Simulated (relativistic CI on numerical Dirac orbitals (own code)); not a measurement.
**One change at a time: Ir4+**

Base calculation: Dirac-Coulomb-Breit CI, orbitals from a KLI potential per configuration, model QED (radiative potential, 1s self-energy scaled to tabulated hydrogen-like ionisation energies), valence Slater integrals scaled by 0.85, P86 correlation energy added to each configuration.

CI space (outside the closed core [Kr] 4d10 4f14): 5s2.5p6.5d5, 5s2.5p6.5d4.6s, 5s2.5p6.5d4.6p, 5s2.5p6.5d4.5f, 5s2.5p6.5d3.6s2, 5s2.5p6.5d4.5g, 5s2.5p6.5d3.6s.6p, 5s2.5p6.5d4.7s, 5s2.5p6.5d4.6d, 5s2.5p5.5d6, 5s2.5p6.5d4.7p, 5s2.5p6.5d4.7d, 5s2.5p6.5d4.6f, 5s2.5p6.5d3.6p2, 5s.5p6.5d6. Levels of other configurations are missing.

Variants: (1) Slater integrals left unscaled; (2) valence Slater integrals scaled by 0.75; (3) Breit term removed; (4) only the first 3 configurations. Shifts of the energy above 5s2.5p6.5d5 6S_5/2, in cm⁻¹, for the lowest level and the first level of each name with at least 55 % of one term (blank where a level changes its place among those of its configuration and J or its character, or is not in the variant):

| Level | Base | Δ(1) | Δ(2) | Δ(3) | Δ(4) |
| --- | --- | --- | --- | --- | --- |
| 5s2.5p6.5d5 6S_5/2 | 0.0 | 0.0 | 0.0 | 0.0 | 0.0 |
| 5s2.5p6.5d5 4G_7/2 | 22505.9 | +3998.1 | -2617.6 | +27.5 | +34.9 |
| 5s2.5p6.5d5 4G_11/2 | 23812.2 | +3975.7 | -2623.5 | +92.6 | -97.2 |
| 5s2.5p6.5d5 4G_9/2 | 24732.0 | +3824.2 | -2515.2 | +122.2 | -53.1 |
| 5s2.5p6.5d5 4P_1/2 | 25971.4 | +4065.9 | -2656.5 | +78.1 | +398.7 |
| 5s2.5p6.5d5 4D_7/2 | 29556.0 | +4122.5 | -2685.5 | +185.3 | +203.8 |
| 5s2.5p6.5d5 4D_1/2 | 33267.2 | +4042.2 | -2626.3 | +265.2 | +348.1 |
| 5s2.5p6.5d5 2I_11/2 | 34516.9 | +5335.2 | -3364.9 | +197.0 | -279.1 |
| 5s2.5p6.5d5 2I_13/2 | 37953.9 | +5418.8 | -3480.6 | +289.1 | -376.0 |
| 5s2.5p6.5d5 2S_1/2 | 51293.8 | +7218.0 | -4776.4 | +262.9 | +698.3 |
| 5s2.5p6.5d5 2H_11/2 | 52230.9 | +6212.6 | -3990.4 | +525.3 | -45.5 |
| 5s2.5p6.5d5 2P_3/2 | 73677.1 | +11454.9 | -7635.0 | +245.8 | +888.8 |
| 5s2.5p6.5d5 2P_1/2 | 77587.1 | +11019.9 | -7272.4 | +398.0 | +871.6 |
| 5s2.5p6.5d4.6s 6D_1/2 | 80707.4 | +1665.9 | -1175.5 | -424.9 | -359.3 |

At this charge configurations can still be misplaced by up to about 7 % of their energy. Levels and lines within the n = 5 or 6 shells can be off by up to 10 % or somewhat more, and those that change n by about 2 %, since core polarisation is missing.

Ionisation energy from the two ground configurations alone: base 57.9 eV; Slater integrals left unscaled 58.29 eV; valence Slater integrals scaled by 0.75 57.63 eV; Breit term removed 57.85 eV. The NIST ASD value (theoretical) is 57 eV.

LS names give the leading component of a level, which can be under half, so a name can repeat, a term be missing and a line seem to break the LS rules.
